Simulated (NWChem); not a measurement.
System: CBrCl3; SMILES ClC(Cl)(Br)Cl

Here is an NWChem input.

```
start job
memory heap 200 mb stack 900 mb global 1100 mb
geometry units angstroms noautosym nocenter noautoz
  Cl     0.202875     1.655279     1.002990
  C      0.000000     0.000000     0.421277
  Cl    -1.534951    -0.651944     1.002990
  Cl     1.332076    -1.003335     1.002990
  Br     0.000000     0.000000    -1.527611
end
basis spherical
  * library def2-svp
end
dft
  xc m05-2x
  iterations 150
end
cosmo
  do_cosmo_smd true
  solvent cychexan
end
task dft energy
```

Structure relaxed at the PBE0/def2-SVP level. Solvent: cyclohexane.

Level: M05-2X/def2-SVP with SMD (1 M gas to 1 M solution), gas-phase geometry.

### Question
What results follow from this input? (M05-2X/def2-SVP, SMD on the gas-phase geometry.) Quantities: solvation free energy (kcal/mol); cavity-dispersion-structure term (kcal/mol); dipole in solution (D).

### Answer
The solvation free energy (kcal/mol) comes out as -4.2 and the cavity-dispersion-structure term (kcal/mol) is -4.0. The dipole in solution (D) is 0.11.
